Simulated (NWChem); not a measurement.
System: GaCl3; SMILES [Cl][Ga]([Cl])[Cl]

Input file for NWChem:

```
start job
memory heap 200 mb stack 900 mb global 1100 mb
geometry units angstroms noautosym nocenter noautoz
  Ga     0.000000     0.000000     0.000000
  Cl    -2.040249     0.582071     0.000000
  Cl     1.524213     1.475872     0.000000
  Cl     0.516036    -2.057943     0.000000
end
basis spherical
  * library aug-cc-pvdz
end
dft
  xc b3lyp
  iterations 150
end
property
  response 1 0.0
end
task dft property
```

Structure relaxed at the PBE0/def2-SVP level.

Static field.

Q: Predict the main results of this run. (B3LYP/aug-cc-pVDZ.) Quantities: basis functions; isotropic polarisability (bohr³); anisotropy (bohr³).

A: 
```json
{
  "number_of_basis_functions": "117",
  "isotropic polarisability (bohr³)": "67.8",
  "anisotropy (bohr³)": "28.0"
}
```
